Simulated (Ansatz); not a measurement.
The lowest singlet and triplet of H3NSi (SMILES [N][SiH3]); geometries from B3LYP-D3(BJ)/def2-TZVP, each state relaxed from the structure named, with no frequency check, low spin by broken symmetry.
Singlet (charge 0, multiplicity 1):
```xyz
5

N      1.313    -0.008    -0.149
Si    -0.456     0.003     0.052
H     -0.934     1.407     0.023
H     -0.795    -0.624     1.353
H     -1.069    -0.766    -1.059
```

A positive gap puts the triplet lower; no zero-point energy. R- takes a restricted singlet, here one determinant of a half-filled degenerate or near-degenerate pair, which mixes singlet states. The triplet is unrestricted in single-reference levels. Active spaces average the two states.

Correlated levels freeze the cores.

The values were computed with Ansatz (a quantum-chemistry and plane-wave program) with Gaussian orbitals. Each number belongs to the level named beside it.

R-PBE/def2-TZVPP gives 43.59 kcal/mol for the gap E(singlet) − E(triplet), vertical, at the singlet's geometry.

Q: Where do these levels fall relative to PBE: R-r2SCAN/def2-TZVPP, R-B3LYP/def2-TZVPP, R-wB97M-V/def2-TZVPP, R-B2PLYP/def2-TZVPP, R-MP2/cc-pV(Q+d)Z, R-CCSD(T)/cc-pV(Q+d)Z, SC-NEVPT2 on SA-CASSCF(2,2)/cc-pV(Q+d)Z, FIC-MRCISD+Q on SA-CASSCF(2,2)/cc-pV(T+d)Z.

A: R-r2SCAN/def2-TZVPP 6.99; R-B3LYP/def2-TZVPP -0.12; R-wB97M-V/def2-TZVPP -2.51; R-B2PLYP/def2-TZVPP 1.05; R-MP2/cc-pV(Q+d)Z 2.62; R-CCSD(T)/cc-pV(Q+d)Z -4.54; SC-NEVPT2 on SA-CASSCF(2,2)/cc-pV(Q+d)Z -10.72; FIC-MRCISD+Q on SA-CASSCF(2,2)/cc-pV(T+d)Z -10.03 kcal/mol. 3 of 8 lie above PBE; the widest gap is to SC-NEVPT2 on SA-CASSCF(2,2)/cc-pV(Q+d)Z.

Doubts at one or more of the structures used: a restricted determinant that unrestricted orbitals would lower (R-PBE/def2-TZVPP, R-r2SCAN/def2-TZVPP, R-B3LYP/def2-TZVPP, R-wB97M-V/def2-TZVPP, R-B2PLYP/def2-TZVPP, R-MP2/cc-pV(Q+d)Z, R-CCSD(T)/cc-pV(Q+d)Z).
